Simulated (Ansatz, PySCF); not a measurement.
A series of proton affinity values:

A. NC1CC1 + H+ → [NH3+]C1CC1
B. C[N](C)[GeH3] [N-germyl-N-methylmethanamine] + H+ -> C[NH+](C)[GeH3]
C. CC[N](C)[GeH3] [N-germyl-N-methylethanamine] + H+ → CC[NH+](C)[GeH3]
D. N[Si](N)(N)O + H+ → N[Si](N)([NH3+])O
E. C#N (CHN) [formonitrile] + H+ -> C#[NH+]

Quantity: proton affinity (enthalpy at 298 K, with B3LYP-D3(BJ) rigid-rotor harmonic-oscillator terms), kcal/mol. Each molecule is optimised on its own at B3LYP-D3(BJ)/def2-TZVP (Ansatz, a quantum-chemistry and plane-wave program), one conformer each, not searched for the lowest. Frequencies are from Ansatz or PySCF. Cores are frozen in the correlated levels unless marked. Spin-orbit coupling is left out. The frozen core is the preceding noble-gas configuration, with the filled d and f shells of earlier blocks. No relativistic terms. CBS marks a two-point X^-3 extrapolation of the correlation energy; Hartree-Fock from the larger set. The bracket is a focal-point correction in the basis named. Positive means that the reaction releases energy.

|  | PBE-QIDH/def2-TZVPD (Ansatz) | RI-MP2/cc-pV(T+d)Z (Ansatz) | CCSD/cc-pV(D+d)Z (Ansatz) | RI-MP2/CBS(cc-pV(T+d)Z,cc-pV(Q+d)Z)+[CCSD(T)-MP2]/cc-pV(T+d)Z (Ansatz) |
|---|---|---|---|---|
| A | 215.6 | 215.4 | 220.5 | 215.1 |
| B | 228.0 | 228.5 | 233.3 | 228.7 |
| C | 230.5 | 230.7 | 235.5 | 231.0 |
| D | 223.6 | 225.2 | 233.3 | 222.8 |
| E | 170.6 | 169.4 | 171.9 | 170.2 |
